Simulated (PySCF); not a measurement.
**Deuteron quadrupole couplings in `C#C[C@H]1CC[C@@H](C(F)(F)F)CC1`**

Compound: C9H11F3.
Atom-mapped SMILES: `[CH:1]#[C:2][C@H:3]1[CH2:4][CH2:5][C@@H:6]([C:7]([F:8])([F:9])[F:10])[CH2:11][CH2:12]1` (hydrogens: H13 on C1; H14 on C3; H15, H16 on C4; H17, H18 on C5; H19 on C6; H20, H21 on C11; H22, H23 on C12)

Cartesian coordinates in Å at the PBE0-D3(BJ)/def2-SVP level; atoms count from 1:
```
atom  x, y, z in Å
C1     2.4695   -1.6301    1.4054
C2     2.0813   -0.5853    0.9300
C3     1.5956    0.6668    0.3504
C4     1.2052    0.4852   -1.1262
C5    -0.0298   -0.3903   -1.2824
C6    -1.2055    0.1660   -0.4803
C7    -2.4358   -0.6985   -0.6354
F8    -2.2405   -1.9392   -0.1715
F9    -3.4810   -0.1882    0.0276
F10   -2.8005   -0.8090   -1.9190
C11   -0.8373    0.3524    0.9911
C12    0.4009    1.2249    1.1416
H13    2.8243   -2.5519    1.8284
H14    2.4220    1.3964    0.4053
H15    1.0111    1.4844   -1.5532
H16    2.0489    0.0560   -1.6874
H17   -0.3058   -0.4760   -2.3442
H18    0.1952   -1.4094   -0.9256
H19   -1.4921    1.1464   -0.9021
H20   -1.6839    0.7945    1.5373
H21   -0.6466   -0.6370    1.4396
H22    0.1887    2.2415    0.7676
H23    0.6683    1.3247    2.2044
```

Level: PBE0/pcSseg-1 (PySCF, non-relativistic); Q(2H) = 0.00286 b; rigid geometry, the same for H and D, with no vibrational averaging.

**Question.** Rank these positions by the coupling χzz of a deuteron there, largest first.
A. H13 (alkyne hydrogen)
B. H17 (methylene hydrogen)
C. H21 (methylene hydrogen)

**Answer.** A (231 kHz), B (193 kHz), C (187 kHz).

**Question.** What are Vzz, η and χzz (234.96 MHz × Q × Vzz) at all hydrogens?

**Answer.** 
```csv
atom,bonded to,bond length (Å),Vzz (au),η,χzz (kHz)
H13,C1,1.074,0.3432,0.00,231
H14,C3,1.104,0.2804,0.02,188
H15,C4,1.104,0.2824,0.02,190
H16,C4,1.100,0.2871,0.02,193
H17,C5,1.100,0.2867,0.03,193
H18,C5,1.103,0.2782,0.03,187
H19,C6,1.105,0.2741,0.04,184
H20,C11,1.100,0.2869,0.03,193
H21,C11,1.103,0.2782,0.03,187
H22,C12,1.104,0.2824,0.02,190
H23,C12,1.100,0.2872,0.02,193
```

**Question.** How does χzz go with the bond length over the 11 C–H bonds?

**Answer.** A straight-line fit has a slope of -14.7 kHz for each 0.01 Å, with a correlation coefficient of -0.99, over lengths from 1.074 to 1.105 Å. The longer bonds have the smaller couplings here.

**Question.** A static deuteron (I = 1) shows a doublet split by (3/2)χ, (3/4)χ(1 + η) and (3/4)χ(1 − η) with the field along z, y and x of the gradient. What are these for H23?

**Answer.** With |χ| = 193.0 kHz and η = 0.024: 289, 148 and 141 kHz, to first order and without motion.

The structure is a single PBE0-D3(BJ)/def2-SVP conformer in the gas phase; no vibrational or solvent corrections. The basis is small and wasn't made for field gradients, so the couplings can be 20 % off.
